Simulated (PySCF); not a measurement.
C₃H₄FNSi, SMILES F[Si@H]1C=CC=N1. Heavy atoms are numbered as in [F:1][Si@H:2]1[CH:3]=[CH:4][CH:5]=[N:6]1. Hydrogens are named by the atom that carries them.

Geometry: ωB97X-D3(BJ)/def2-SVP. The structure was generated by enumeration; whether it is a known compound was not checked.

These are PBE0/pcSseg-1 (PySCF) values and carry that method's errors.

GIAO shieldings, no solvent; atoms alike by connectivity are averaged. δ = σ(ref) − σ: ¹⁹F against CFCl3 (σ = 167.2 ppm); ²⁹Si against TMS (σ = 352.7 ppm); ¹³C against TMS (σ = 186.3 ppm); ¹⁵N against NH3 (σ = 267.4 ppm); ¹H against TMS (σ = 31.56 ppm), references at their B3LYP-D3(BJ)/def2-TZVP geometries, non-relativistic.

Estimate the chemical shifts. (An estimate is asked for; the answer gives what the named calculation found.)


```csv
nucleus,atoms,count,δ (ppm)
¹⁹F,F1,1,-198.2
²⁹Si,Si2 (SiH),1,9.4
¹³C,C5 (CH),1,186.3
¹³C,C4 (CH),1,157.4
¹³C,C3 (CH),1,148.8
¹⁵N,N6,1,373.9
¹H,H on C5,1,8.97
¹H,H on C4,1,7.35
¹H,H on C3,1,7.09
¹H,H on Si2,1,5.61
```
